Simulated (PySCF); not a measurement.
Z-matrix (Å, degrees):
```
O
H 1 0.9745
C 1 1.2986 2 115.86
H 3 1.1225 1 107.30 2 0.03
```
Charge 0, multiplicity 1.

**Question.** Predict the HOMO, LUMO and dipole moment from PBE0-D3(BJ)/def2-TZVP (PySCF).

**Answer.** 
```
Quantity          Value
-------------  --------
HOMO           -6.41 eV
LUMO           -1.51 eV
dipole moment    3.49 D
```
